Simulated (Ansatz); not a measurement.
Reaction (ligand exchange at a V–O bond): `C[O][V]([CH3])(=[NH])[OH]` + H–F → `[CH3][V](=[NH])([OH])[F]` + CH₃OH

Isolated molecules relaxed with PBE0-D4/def2-TZVP in Ansatz; ΔE leaves out vibrations. CCSD(T)/CBS is the MP2 limit (def2-TZVPP, def2-QZVPP) plus CCSD(T) − MP2 in def2-TZVPP, frozen cores. This one scheme is used for every species. DFT in def2-TZVPP. B3LYP here is the variant with VWN-RPA as its local correlation; programs differ in this. For V outer-core shells are correlated without core-valence functions, which leaves a few kJ/mol of doubt a bond. Scalar relativity is left out up to krypton. One conformer a species, not always the lowest.

(1) Is it downhill or uphill in electronic energy at CCSD(T)/CBS, and by how much? (An estimate is asked.)

(2) What do these levels give: BLYP-D4, B3LYP-D4, revPBE, r2SCAN, HF/def2-SVP, HF/CBS(def2)? (Estimate.)

Largest T1 diagnostic among the species: 0.031, so the coupled-cluster value is less sure than usual.

Answers

(1) The calculation gave: Downhill: ΔE = -6.2 kJ/mol.

(2) The calculation gave: BLYP-D4 -15.2, B3LYP-D4 -16.0, revPBE -25.8, r2SCAN -20.5, HF/def2-SVP -26.5, HF/CBS(def2) -33.5 kJ/mol.

The D4 term adds +8.2 kJ/mol with B3LYP and +4.9 kJ/mol with PBE0; it sums over pairs of atoms, weighted by their polarisabilities, and B3LYP, whose exchange is more repulsive, gets the larger term. In def2-TZVPP, CCSD(T) changes the Hartree–Fock value by +23.6 kJ/mol (the triples alone add +7.1 kJ/mol) and MP2 by +30.9 kJ/mol.
